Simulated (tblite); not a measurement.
C4H5F3O2Si.
SMILES with atom numbers: `[F:1][C:2]([F:3])=[C:4]([F:5])[SiH:6]1[O:7][CH2:8][CH2:9][O:10]1` (hydrogens: H11 on Si6; H12, H13 on C8; H14, H15 on C9)

Cartesian coordinates in Å at the GFN2-xTB level; atoms count from 1:
```
atom  x, y, z in Å
F1    -1.440    0.552   -1.827
C2    -2.370    0.429   -0.888
F3    -3.567    0.676   -1.400
C4    -2.072    0.102    0.359
F5    -3.078   -0.008    1.249
Si6   -0.338   -0.258    1.025
O7     0.478   -1.350    0.128
C8     1.623   -0.795   -0.468
C9     1.851    0.601    0.150
O10    0.645    1.013    0.739
H11   -0.413   -0.668    2.413
H12    1.448   -0.721   -1.544
H13    2.470   -1.458   -0.282
H14    2.620    0.556    0.927
H15    2.138    1.336   -0.602
```

Computed values, GFN2-xTB/tblite, gas phase, harmonic and unscaled. The method is semi-empirical: single wavenumbers can be off by several per cent or more. Modes of hydrogen on silicon can be 10 to 20 % off. One conformer, not necessarily the lowest.

Harmonic wavenumbers (cm⁻¹): 31.9, 54.7, 82.2, 105.7, 131.7, 167.1, 227.4, 259.5, 353.9, 393.4, 469.6, 497.1, 512.7, 576.9, 635.0, 660.4, 725.5, 820.3, 847.3, 867.2, 959.7, 1020.7, 1084.2, 1090.7, 1109.6, 1178.3, 1188.4, 1192.0, 1194.1, 1294.9, 1309.3, 1463.9, 1480.3, 1737.8, 2396.4, 2935.7, 2952.9, 2970.6, 2981.1.

A = 2036, B = 780.2, C = 663.1 MHz; mass 170.001 u (most abundant isotopes); point group C1, symmetry number 1.

Zero-point energy?

½Σν̃ = 19980 cm⁻¹ = 57.13 kcal/mol.

Give the ideal-gas entropy at 500 K and 1 bar in the rigid-rotor, harmonic-oscillator model (classical rotation).

Translation 43.89, rotation 31.64, vibration 52.83: S = 128.4 cal/(mol K).

And Cp and H(500 K) − H(0)?

Cp = 53.09 cal/(mol K), of which vibrations give 45.14 (their classical limit is 39 R = 77.5); H(500 K) − H(0) = 16.63 kcal/mol without the zero-point energy, 12.66 from vibrations.

How do the functions run with temperature in this model?

| T (K) | S (cal/(mol K)) | Cp (cal/(mol K)) | H − H(0) (kcal/mol) | G − H(0) (kcal/mol) | ln q(vib) |
| --- | --- | --- | --- | --- | --- |
| 100 | 74.3 | 20.4 | 1.44 | -5.99 | 2.55 |
| 200 | 91.3 | 29.6 | 3.95 | -14.31 | 5.66 |
| 300 | 105.0 | 38.6 | 7.36 | -24.14 | 8.52 |
| 800 | 156.3 | 65.5 | 34.63 | -90.44 | 21.00 |
| 1000 | 171.5 | 70.4 | 48.26 | -123.26 | 25.24 |

q(vib) and H(0) count from the zero-point level.

What must be added to the electronic energy to get the Gibbs energy at 500 K and 1 bar?

ZPE + [H(500 K) − H(0)] − T·S = 57.13 + 16.63 − 64.18 = 9.58 kcal/mol.

Hindered rotation and anharmonicity are outside this model. Other conformers, if any are populated, would add a mixing term that is left out. The structure is chiral; the term R ln 2 for an equal mix with its mirror image is left out.

On Arm Neoverse V1, one thread, shared host with 64 logical CPUs at a one-minute load of 22, this took 0.59 s. This covers the Hessian and the dipole derivatives.
